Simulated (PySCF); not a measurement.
CH₃Cl₃SSi.
Atom-mapped SMILES: `[SH:1][SiH2:2][C:3]([Cl:4])([Cl:5])[Cl:6]` (hydrogens: H7 on S1; H8, H9 on Si2)

Method: PBE0-D3(BJ)/def2-SVP geometry optimisation, gas phase (PySCF 2.14.0).

Question: List the bond lengths, angles and torsions at this level.

Answer: 
```tsv
bond	length (Å)
S1–Si2	2.129
Si2–C3	1.923
C3–Cl4, C3–Cl5	1.784
C3–Cl6	1.771
S1–H7	1.352
Si2–H8, Si2–H9	1.487
```

Bonds in one row agree within 0.01 Å and their mean is given. A selection of angles:
```tsv
angle	degrees
Si2–S1–H7	93.7
S1–Si2–C3	111.0
S1–Si2–H8	113.0
S1–Si2–H9	107.0
C3–Si2–H8	105.4
C3–Si2–H9	107.8
H8–Si2–H9	112.7
Si2–C3–Cl4	107.3
Si2–C3–Cl5	108.6
Si2–C3–Cl6	110.9
Cl4–C3–Cl5	109.6
```

Dihedral angles: S1–Si2–C3–Cl4 180° (antiperiplanar); H7–S1–Si2–C3 -64° (synclinal). The mirror-image conformer, all signs reversed, is as good.

Si2 (SiH2 silicon) is distorted tetrahedral (angles from 105.4° to 113.0°). S1 (sulfur bonded to Si and H) is bent (angle 93.7°).

Not checked by PBE0-D3(BJ)/def2-SVP frequencies. The numbers are those of one conformer (H–S1–Si2–C3 -64°).

The run took 1.7 min of wall time on one thread of an Arm Neoverse N1, on a shared host, and the process peaked at 0.52 GiB of memory. These figures are those of the optimisation.
